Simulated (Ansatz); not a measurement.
Coupled-cluster diagnostics for AsP₂, Ansatz.

Geometry of the doublet (PBE-D4/def2-TZVP):

```
atom   x (Å)   y (Å)   z (Å)
  P1   0.639   0.507   0.891
  P2  -1.238  -0.047   0.272
 As3   0.599  -0.460  -1.163
```

Correlated methods freeze 19 core orbitals; core or outer-core shells of As are correlated, in sets that lack core-valence functions. In CCSD on the charge 0 doublet the largest single amplitude is 0.20, so its Hartree–Fock determinant may place the open shell otherwise than the density functionals do. At PBE0-D4/def2-TZVPD a triplet of charge -1 lies 0.53 eV below the restricted singlet at the same geometry. The structure comes from a short search, and lower isomers may exist.

Geometry of the charge 0 quartet (PBE-D4/def2-TZVP):

Cartesian coordinates in Å:
```
P 0.0296 -1.0903 -0.5230
P -0.2830 0.9612 -0.8619
As 0.2534 0.1291 1.3849
```

(1) Estimate the CCSD(T) correlation energy, the shares of MP2 and (T), T1 and the reference's ⟨S²⟩ for: charge 0, doublet, own geometry in def2-TZVPP; charge 0, doublet, own geometry in def2-TZVPD; charge 0, quartet, own geometry in def2-TZVPP; charge 1, singlet, vertical in def2-TZVPP; charge -1, singlet, vertical in def2-TZVPD; and the rough time on 4 threads of Arm Neoverse V1 on a shared host.

Answers

(1) 
```tsv
state	basis	correlation (eV)	MP2 share (%)	(T) share (%)	T1	⟨S²⟩ (pure)	wall time	remarks
charge 0, doublet, own geometry	def2-TZVPP	-15.276	88.4	6.0	0.046	1.19 (0.75)	14 s	large T1 (0.046), spin-contaminated (⟨S²⟩ 1.19)
charge 0, doublet, own geometry	def2-TZVPD	-15.263	88.2	6.0	0.046	1.19 (0.75)	17 s	large T1 (0.046), spin-contaminated (⟨S²⟩ 1.19)
charge 0, quartet, own geometry	def2-TZVPP	-14.846	90.0	5.8	0.031	3.83 (3.75)	37 s	–
charge 1, singlet, vertical	def2-TZVPP	-15.186	91.6	6.2	0.015	0.00 (0.00)	3.4 s	–
charge -1, singlet, vertical	def2-TZVPD	-16.618	92.1	6.4	0.038	0.00 (0.00)	8.5 s	large T1 (0.038), restricted SCF unstable
```
Customary marks for T1 are 0.02 (closed shells), 0.045 (open shells) and about 0.05 (3d metals). T1 exceeds 0.02 in 4 of 5 rows and 0.045 in 2; the higher it lies, the less the single-reference result can be trusted.
